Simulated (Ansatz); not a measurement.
One change: `CC[O][InH][CH3]` becomes `CCOBF`.

Ansatz, PBE0-D4/def2-TZVP geometries, multiplicity 1. Each molecule was computed in one conformer, which needn't be the lowest.

Elements past krypton have def2 core potentials.

```json
{"property": "LUMO energy (PBE/def2-TZVPP) / eV", "`CC[O][InH][CH3]`": "-1.86"}
{"property": "HOMO–LUMO gap (PBE/def2-TZVPP) / eV", "`CC[O][InH][CH3]`": "3.89"}
{"property": "HOMO energy (PBE0/def2-TZVPP) / eV", "`CC[O][InH][CH3]`": "-7.14"}
{"property": "LUMO energy (ωB97M-V/def2-TZVPP) / eV", "`CC[O][InH][CH3]`": "0.22"}
{"property": "size of the dipole moment (PBE/def2-TZVPP) / D", "`CC[O][InH][CH3]`": "2.06"}
{"property": "size of the dipole moment (B3LYP/def2-TZVPP) / D", "`CC[O][InH][CH3]`": "2.20"}
```

**Question.** What does the change do to each property? (Best estimate.)

**Answer.** The calculation gave: 
```
                                        property  `CCOBF`  shift
               LUMO energy (PBE/def2-TZVPP) / eV    -0.59   1.27
             HOMO–LUMO gap (PBE/def2-TZVPP) / eV     7.04   3.15
              HOMO energy (PBE0/def2-TZVPP) / eV    -9.16  -2.02
           LUMO energy (ωB97M-V/def2-TZVPP) / eV     2.15   1.93
  size of the dipole moment (PBE/def2-TZVPP) / D     2.54   0.48
size of the dipole moment (B3LYP/def2-TZVPP) / D     2.67   0.47
```

With PBE0 the HOMO falls by 2.02 eV and the LUMO rises by 1.54 eV, so the gap widens by about 3.56 eV. PBE moves the HOMO by -1.88 eV and ωB97M-V by -2.10 eV. The zero-point energy changes by -63.1 kJ/mol with -9 modes. Dipoles are sizes alone; their direction can turn.

B3LYP here is the variant with VWN-RPA as its local correlation; programs differ in this.
